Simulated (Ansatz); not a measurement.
Start from `O[SiH2][GeH2][OH]` and change one atom or group to get `[OH][GeH2][SiH](O)F`.

Ansatz, PBE0-D4/def2-TZVP geometries, multiplicity 1. Each molecule was computed in one conformer, which needn't be the lowest.

Scalar relativity is left out up to krypton.

| property | `O[SiH2][GeH2][OH]` |
| --- | --- |
| HOMO energy (B3LYP/def2-TZVPP) / eV | -7.61 |
| LUMO energy (B3LYP/def2-TZVPP) / eV | -0.98 |
| HOMO–LUMO gap (ωB97M-V/def2-TZVPP) / eV | 10.84 |
| size of the dipole moment (PBE/def2-TZVPP) / D | 1.61 |
| HOMO energy (PBE/def2-TZVPP) / eV | -6.56 |
| HOMO–LUMO gap (PBE/def2-TZVPP) / eV | 4.96 |

Question: Give the same properties after the change, and the shifts. (An estimate is asked.)

Answer: Ansatz gave: 
```tsv
property	`[OH][GeH2][SiH](O)F`	shift
HOMO energy (B3LYP/def2-TZVPP) / eV	-7.94	-0.33
LUMO energy (B3LYP/def2-TZVPP) / eV	-0.95	0.03
HOMO–LUMO gap (ωB97M-V/def2-TZVPP) / eV	11.24	0.40
size of the dipole moment (PBE/def2-TZVPP) / D	2.60	0.99
HOMO energy (PBE/def2-TZVPP) / eV	-6.72	-0.16
HOMO–LUMO gap (PBE/def2-TZVPP) / eV	5.16	0.20
```

Dipoles are sizes alone; their direction can turn.

B3LYP here is the variant with VWN-RPA as its local correlation; programs differ in this.
